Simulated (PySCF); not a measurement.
# Static response to an electric field

Compound: tetramethylcyclopentadiene, C9H14.
SMILES with atom numbers: `[CH3:1][C:2]1=[C:3]([CH3:4])[C:5]([CH3:6])=[C:7]([CH3:8])[CH2:9]1` (hydrogens: H10, H11, H12 on C1; H13, H14, H15 on C4; H16, H17, H18 on C6; H19, H20, H21 on C8; H22, H23 on C9)

Geometry (PBE0-D3(BJ)/def2-SVP, Å), atoms numbered from 1 in this order:
```
atom  x, y, z in Å
C1    -2.463   -1.140    0.304
C2    -1.185   -0.381    0.209
C3    -0.984    0.960    0.189
C4    -2.004    2.046    0.258
C5     0.465    1.235    0.084
C6     1.014    2.621    0.039
C7     1.144    0.062    0.039
C8     2.610   -0.174   -0.064
C9     0.150   -1.059    0.115
H10   -3.334   -0.473    0.367
H11   -2.481   -1.794    1.193
H12   -2.610   -1.798   -0.569
H13   -1.962    2.695   -0.633
H14   -3.026    1.648    0.332
H15   -1.836    2.700    1.130
H16    2.110    2.628   -0.038
H17    0.616    3.184   -0.822
H18    0.739    3.193    0.941
H19    2.865   -0.755   -0.967
H20    3.177    0.767   -0.106
H21    2.990   -0.753    0.796
H22    0.212   -1.720   -0.770
H23    0.339   -1.713    0.988
```

Level: PBE0/def2-SVPD (PySCF), static field, nuclei fixed, core orbitals frozen in the response. The polarisability tensor in these axes (au):

```
x   123.61  -0.40  -3.41
y    -0.40 125.71  -0.17
z    -3.41  -0.17  76.41
```

Problem. What are the eigenvalues, a third of the trace, and Δα (Δα² = ½Σ(αi − αj)² over the three pairs)?

Solution. Principal values 76.16, 123.78 and 125.79 au; mean 108.58 au = 16.09 Å³ = 17.90 × 10⁻⁴⁰ C²·m²/J; Δα = 48.66 au (45 % of the mean).

Problem. What is the dipole moment?

Solution. 0.15 D at this geometry.

Problem. Give the principal axes and the span of the nuclei along them.

Solution. Largest value along (-0.20, 0.98, 0.01), where the nuclei span 4.76 Å; middle along (0.98, 0.20, -0.07), 6.65 Å; least along (0.07, 0.00, 1.00), 1.77 Å. The strongest response doesn't lie along the longest of the three spans.

Problem. Give the eigenvalues of the traceless quadrupole moment Θ = ½Σq(3rr − r²1), origin at the centre of nuclear charge.

Solution. -3.52, 0.68, 2.83 D·Å. The values depend on the origin, since the dipole doesn't vanish. The electronic extent ⟨r²⟩ about the same centre is 1379 bohr², a root-mean-square distance of 2.38 Å for the 68 electrons.

Problem. What would n − 1 = 2πNα be for an ideal gas of these molecules at 273.15 K and 1 atm, electronic part alone?

Solution. N = p/kT = 2.6868 × 10¹⁹ cm⁻³, so n − 1 = 2π × N × 16.09 × 10⁻²⁴ cm³ = 2716 × 10⁻⁶ at long wavelengths.

Geometry: PBE0-D3(BJ)/def2-SVP; no solvent, vibrations or thermal averaging.

These values come from a run that also computed excited states and ΔSCF ions. Time: 3.1 min of wall time. Hardware: an Arm Neoverse V1 with one thread, no GPU, on a shared host.
